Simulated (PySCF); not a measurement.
Compound: C₃H₉FO₂Si.
SMILES: `[SiH2](O[C@H](CF)C)O`

Level: CAM-B3LYP/def2-SVPD in PySCF, non-relativistic, on one gas-phase PBE0-D3(BJ)/def2-SVP geometry that isn't relaxed in the solvent. The solvent is an IEF-PCM continuum (cavity from Bondi-type radii × 1.2), and excitations are vertical TDDFT with non-equilibrium linear response and a frozen core. The model holds no explicit solvent molecules, cavitation or dispersion.

Gas-phase singlets (H = HOMO, L = LUMO):

```json
{"state": "S1", "E (eV)": "8.036", "λ (nm)": "154", "f": "0.009", "leading configurations": "H-1→L+1 46%, H→L+1 28%"}
{"state": "S2", "E (eV)": "8.203", "λ (nm)": "151", "f": "0.029", "leading configurations": "H→L+1 42%, H→L 25%, H-1→L+1 12%"}
{"state": "S3", "E (eV)": "8.316", "λ (nm)": "149", "f": "0.040", "leading configurations": "H→L 44%, H-1→L+1 19%, H→L+1 14%"}
{"state": "S4", "E (eV)": "8.390", "λ (nm)": "148", "f": "0.025", "leading configurations": "H-1→L 34%, H-1→L+3 22%, H-1→L+4 19%"}
{"state": "S5", "E (eV)": "8.739", "λ (nm)": "142", "f": "0.012", "leading configurations": "H→L+3 40%, H→L 12%, H-1→L+2 10%"}
```

How does the list change in chloroform (ε = 4.711)?

```csv
state,E (eV),λ (nm),f,leading configurations,change by rank (eV)
S1,8.060,154,0.011,"H-1→L 56%, H→L 15%",+0.024
S2,8.225,151,0.055,"H→L 42%, H→L+1 35%",+0.022
S3,8.303,149,0.036,"H→L+1 42%, H→L 22%, H→L+3 11%",-0.013
S4,8.391,148,0.030,"H-1→L+1 33%, H-1→L+3 28%, H-1→L+2 13%",+0.001
S5,8.801,141,0.029,"H-1→L+2 33%, H-1→L+1 14%, H→L+3 12%",+0.062
```

What are the lowest 5 singlets in dimethylsulfoxide (ε = 46.83)?

```tsv
state	E (eV)	λ (nm)	f	leading configurations	change by rank (eV)
S1	8.067	154	0.011	H-1→L 57%, H→L 14%	+0.031
S2	8.226	151	0.060	H→L 54%, H→L+1 21%	+0.023
S3	8.292	150	0.032	H→L+1 57%, H→L 10%, H→L+2 10%	-0.024
S4	8.389	148	0.027	H-1→L+1 37%, H-1→L+2 21%, H-1→L+3 20%	-0.001
S5	8.823	141	0.033	H-1→L+2 34%, H-1→L+1 17%, H→L+2 10%	+0.084
```

How do the frontier levels move from gas to dimethylsulfoxide?

| orbital | gas (eV) | solvent (eV) | change (eV) |
| --- | --- | --- | --- |
| LUMO+2 | 1.86 | 1.89 | +0.03 |
| LUMO+1 | 1.29 | 1.56 | +0.27 |
| LUMO | 1.21 | 1.26 | +0.05 |
| HOMO | -9.91 | -9.81 | +0.10 |
| HOMO-1 | -10.00 | -10.04 | -0.04 |
| HOMO-2 | -10.87 | -10.83 | +0.04 |
| HOMO-3 | -11.23 | -11.34 | -0.11 |

The HOMO–LUMO gap goes from 11.12 to 11.07 eV. Rows go by rank; for LUMO, LUMO+1 and LUMO+2 the atom shares or the degeneracy differ between the runs, so the row needn't follow one orbital.

Time: 47 s of wall time; peak memory 1.2 GiB. Hardware: one thread, Intel Xeon Platinum 8559C (x86_64), shared host. This is the whole response run at CAM-B3LYP/def2-SVPD in dimethylsulfoxide, SCF included.

Conformer computed: `[CH3:1][C@@H:2]([CH2:3][F:4])[O:5][SiH2:6][OH:7]`: C1–C2–C3–F4 -174°, C1–C2–O5–Si6 168°, C2–O5–Si6–O7 83°, H–O7–Si6–O5 -62°.
